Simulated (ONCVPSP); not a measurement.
Sr (Z = 38): one change to an ONCV potential, before and after

strontium (Sr), optimised norm-conserving Vanderbilt (ONCV), made with ONCVPSP 4.0.1 (BLYP, non-relativistic). Core [Ar] 3d10, reference 4s2 4p6 5s1 5p1. Waves: 4s+5s: rc 2.70 bohr, ncon 4, nbas 8, qcut 5.9 1/bohr, 2 projectors; 4p+5p: rc 2.50 bohr, ncon 3, nbas 6, qcut 5.4 1/bohr, 2 projectors; d scattering state at 0.23 Ha: rc 2.75 bohr, ncon 3, nbas 7, qcut 3.6 1/bohr, 2 projectors, debl 3.8 Ha. Local part: polynomial inside 1.85 bohr (lpopt 5, dvloc0 1 Ha). Core correction: none.

In the d channel the program set the typed energies aside and used -0.084, 3.716 Ha.

Change: all radii scaled by about 0.88 (s 2.38, p 2.20, d 2.42 bohr); local potential polynomial inside 1.62 bohr (lpopt 5, dvloc0 1 Ha). In the d channel the program set the typed energies aside and used 0.050, 3.850 Ha.

Cutoffs: the cutoffs (Ha) at which the residual kinetic energy of the hardest occupied pseudo-wave falls to 1 and 0.1 mHa per electron; they do not see the model core or the augmentation charge, which bear on the density cutoff. Errors are all-electron minus pseudo energies relative to the spin-unpolarised reference configuration.

Task: What does the change do?

Result: The potential gets harder (8.0 Ha and 10 Ha → 9.7 Ha and 12 Ha); the errors of the 4 common tests hardly move; neither file shows a bound ghost. A smaller radius makes the pseudo-wave follow the all-electron one further in, where it bends more sharply, so more plane waves are needed.

| quantity | base | changed |
| --- | --- | --- |
| cutoff, loose | 8.0 Ha | 9.7 Ha |
| cutoff, tight | 10 Ha | 12 Ha |
| loose cutoff by channel | s 7.6 Ha, p 8.0 Ha | s 9.7 Ha, p 7.8 Ha |
| bound ghosts | none | none |
| GHOST(+) flags under 300 eV | d at 117.0 eV | none |
| error for 4s2 4p6 5s2 5p0, meV [ΔE -2.24 eV] | +0.1 | 0.0 |
| error for 4s2 4p6 5s1 5p0, meV [ΔE 3.48 eV] | 0.0 | 0.0 |
| error for 4s2 4p6 5s0 5p0, meV [ΔE 14.43 eV] | -0.4 | -0.3 |
| error for 4s2 4p6 5s1.5 5p0, meV [ΔE 0.00 eV] | +0.1 | 0.0 |

Base: The cutoffs count occupied waves only; projector 2 of the d channel, the hardest unoccupied one, needs 35 Ha at the loose tolerance. Changed file: The cutoffs count occupied waves only; projector 2 of the d channel, the hardest unoccupied one, needs 43 Ha at the loose tolerance.
